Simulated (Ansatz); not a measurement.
Isolated molecules relaxed with PBE0-D4/def2-TZVP in Ansatz; ΔE leaves out vibrations. CBS: MP2 limit from def2 TZ/QZ plus the TZ coupled-cluster correction, frozen cores. DFT in def2-TZVPP. One conformer a species, not always the lowest.

`[CH3][Al]1[O][CH]1[SiH3]` + `N[SiH](F)Cl` → `F[SiH](Cl)N[SiH3]` + `[CH3][Al]1[CH2][O]1`  (ligand exchange at the Si–C bond)

```csv
species,PBE0-D4 energy (Eh)
`[CH3][Al]1[O][CH]1[SiH3]`,-687.21932
`N[SiH](F)Cl`,-905.91736
`F[SiH](Cl)N[SiH3]`,-1196.51698
`[CH3][Al]1[CH2][O]1`,-396.63592
```

**Question.** Work out ΔE.

**Answer.** ΔE = (-1196.51698) + (-396.63592) − (-687.21932) − (-905.91736) = -0.01622 Eh = -42.6 kJ/mol. CCSD(T)/CBS gives -47.6 kJ/mol.

Largest T1 diagnostic among the species: 0.015.

In def2-TZVPP, CCSD(T) changes the Hartree–Fock value by +9.8 kJ/mol (the triples alone add +2.0 kJ/mol) and MP2 by +9.2 kJ/mol. Leaving LDA and LC-ωPBE aside and taking each functional with its dispersion term where it has one, the values, not all of them listed here, spread over 13.3 kJ/mol, from BHLYP-D4 to PBE-D4. From BLYP to BHLYP (50 % exact exchange), in def2-TZVPP and without D4, ΔE moves by −7.5 kJ/mol.
